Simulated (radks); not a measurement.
Results of a calculation; reference values are marked as such.
Valence configurations of Tm3+ (all share [Xe]). Code: a radial shooting solver on a logarithmic mesh with Libxc functionals. Model: Dirac Kohn-Sham, LDA (Slater exchange, Perdew-Wang correlation), spin-unpolarised, spherical densities, finite nucleus; open shells are shared between the two j in proportion to 2j + 1; Fermi nuclear charge, rms radius 5.2256 fm. Energies are relative to 4f12; eigenvalues in eV.

| valence | E (eV) | e(4f5/2) | e(4f7/2) | e(5d3/2) | e(5d5/2) | e(6p1/2) |
|---|---|---|---|---|---|---|
| 4f12 | 0.000 | -36.757 | -35.480 | - | - | - |
| 4f11.5 6s0.5 | 6.917 | -42.029 | -40.716 | - | - | - |
| 4f11.5 6p0.5 | 10.033 | -42.675 | -41.361 | - | - | -20.432 |
| 4f11 5d1 | 13.481 | -44.324 | -42.976 | -27.616 | -26.986 | - |
| 4f11 6s1 | 15.842 | -47.593 | -46.243 | - | - | - |
| 4f10 5d2 | 32.887 | -52.576 | -51.157 | -29.578 | -28.869 | - |
| 4f10 5d1 6p1 | 43.052 | -57.247 | -55.824 | -32.954 | -32.186 | -22.431 |
| 4f10 5d0.5 6p1.5 | 48.702 | -59.608 | -58.183 | -34.622 | -33.822 | -23.288 |
| 4f9 5d3 | 58.920 | -61.412 | -59.919 | -31.482 | -30.688 | - |

NIST lists [Xe] 4f12 as the ground configuration; this level of theory agrees among the configurations tried. The energies are those of spherical spin-averaged densities, not of single terms.
